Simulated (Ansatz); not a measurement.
Basis-set extrapolation for C4H10Si, SMILES `CC(C)=C[SiH3]` (PBE0-D4/def2-TZVP geometry, frozen core, the Gaussian-basis code of Ansatz). Multiplicity 1, RHF reference.

```json
{"": "HF", "def2-TZVPP": "-446.278626", "def2-QZVPP": "-446.294952"}
{"": "MP2 correlation", "def2-TZVPP": "-0.807967", "def2-QZVPP": "-0.859427"}
{"": "CCSD(T) correlation", "def2-TZVPP": "-0.904648", "def2-QZVPP": "not run"}
```

Energies in hartree. Use E(X) = E(∞) + A·exp(−7.88·√X) for Hartree–Fock and E(X) = E(∞) + B·X^(−2.97) for correlation, with X = 3 and 4, and add CCSD(T) minus MP2 of the smaller set to the MP2 limit.

**Question.** What is the CCSD(T) energy at the basis-set limit?

**Answer.** HF limit: -446.294952 + (-0.016326) × 0.13774 = -446.29720. MP2 limit: -0.859427 + (-0.051460) × 0.74074 = -0.89755. Higher-order term: -0.904648 − (-0.807967) = -0.09668. Total: -447.29143 hartree, 2.94 eV below CCSD(T)/def2-TZVPP.
